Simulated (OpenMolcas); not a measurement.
Mo4+ with 6 ligands (chloride) in octahedral coordination (Oh) at 2.41 Å. A charge of +0.333 e stands 2.6 Å behind each ligand. Ligand basis ANO-RCC-VDZP.
```
Mo    0.0000    0.0000    0.0000
Cl    2.4100    0.0000    0.0000
Cl    0.0000    2.4100    0.0000
Cl   -2.4100    0.0000    0.0000
Cl    0.0000   -2.4100    0.0000
Cl    0.0000    0.0000    2.4100
Cl    0.0000    0.0000   -2.4100
```

* Program: OpenMolcas 26.06
* Method: SS-CASPT2, IPEA 0.25 Eh, imaginary shift 0.1 Eh (closed shells correlated: 4s 4p and the ligand valence shells)
* Basis: ANO-RCC-VTZP [7s6p4d2f1g]
* Scalar Hamiltonian: DKH2, point nucleus
* Active space: 2 electrons in 5 orbitals (4d)
* State averaging: 2S+1 = 3 even, 10 roots; 2S+1 = 1 even, 15 roots
* Spin-orbit coupling: state interaction with AMFI integrals over the reference wave functions

Question: What is the spin-free ground state (labels of O, the rotations of Oh)?

Answer: 3T1, 3-fold in its orbital part; it has the highest spin that d2 allows.

Question: Where is the first state of the same spin?

Answer: 3T2 at 23500 cm-1 above the ground state.

Question: What are the lowest two levels with spin-orbit coupling?

Answer: A 2-fold level, then a 3-fold level 30 cm-1 above it. Their leading multiplicities are 3 (99 %) and 3 (99 %).

Question: What is χT at 300 K, and how does it compare with the textbook value?

Answer: The lowest level has 2S+1 = 3, for which the spin-only value is χT = S(S+1) / 2 = 1.000 cm3 K/mol (g = 2). The computed 0.395 at 300 K differs by -0.605, through orbital momentum, spin-orbit coupling and any other state in reach. With a threefold ground state the orbital momentum is unquenched, so the spin-only value is not expected to hold.

Roots that are degenerate in the reference are averaged as groups; the widest CASPT2 spread within a group is 77 cm-1 (the 3-fold group of multiplicity 3 near 23500 cm-1 above the lowest state of its run). Shifts and gaps below about the spread of the groups concerned are not significant. Over all roots computed the reference weight is 0.63 to 0.65; a low but even weight reflects the number of correlated electrons. An orbital triplet at a regular site is open to Jahn-Teller coupling, which can distort the site and quench the lowest spin-orbit gaps and is left out. The least metal-like active orbital is 72 % on the metal (Löwdin) and no ligand orbital is active, so the numbers are rough. Ligand-to-metal charge-transfer states are missing. With no ligand orbital active B as a rule stays too high, so bands that hang on it stand too high and its fall with covalency is understated. With one d shell and no ligand orbital active, 10Dq can be off by a tenth or more. No measured value stands beside these numbers; the geometry was imposed, not optimised, and the real ion may take another.
